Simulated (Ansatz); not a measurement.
All numbers were calculated with Ansatz.

C₄H₇F₃ (`CCC(F)C(F)F`). The species carries charge 0 and has multiplicity 1. All single points use the PBE0-D4/def2-TZVP geometry. It is one conformer, not always the lowest.

```xyz
14

C    -0.764    1.025   -1.038
C     0.100   -0.226   -1.009
C     0.860   -0.432    0.282
F     1.739    0.618    0.487
C    -0.015   -0.502    1.518
F    -0.969   -1.451    1.340
F     0.729   -0.865    2.587
H    -1.599    0.960   -0.336
H    -1.189    1.169   -2.033
H    -0.180    1.914   -0.794
H    -0.505   -1.118   -1.187
H     0.844   -0.187   -1.810
H     1.451   -1.354    0.241
H    -0.503    0.450    1.751
```

Problem. What is the dipole moment at B3LYP/def2-TZVPP? (Estimate.)

Solution. The calculation gave: 2.09 D, with components (-0.90, 0.34, -1.86) D in this frame, pointing from negative to positive charge.

Problem. And with PBE, r2SCAN, ωB97M-V? (Best estimate.)

Solution. The calculation gave: PBE 1.96 D, r2SCAN 2.05 D, ωB97M-V 2.09 D.

Problem. Give the Mulliken charges with B3LYP, ωB97M-V, r2SCAN in def2-TZVPP. (Best estimate.)

Solution. The calculation gave: 
| atom | B3LYP | ωB97M-V | r2SCAN |
| --- | --- | --- | --- |
| C1 | -0.28 | -0.33 | -0.18 |
| C2 | -0.09 | -0.16 | -0.01 |
| C3 | 0.16 | 0.10 | 0.21 |
| F4 | -0.24 | -0.22 | -0.24 |
| C5 | 0.30 | 0.25 | 0.33 |
| F6 | -0.21 | -0.19 | -0.21 |
| F7 | -0.20 | -0.19 | -0.20 |
| H8 | 0.08 | 0.10 | 0.05 |
| H9 | 0.09 | 0.11 | 0.05 |
| H10 | 0.10 | 0.12 | 0.07 |
| H11 | 0.07 | 0.10 | 0.03 |
| H12 | 0.07 | 0.10 | 0.03 |
| H13 | 0.08 | 0.11 | 0.03 |
| H14 | 0.08 | 0.10 | 0.04 |

B3LYP here is the variant with VWN-RPA as its local correlation; programs differ in this.
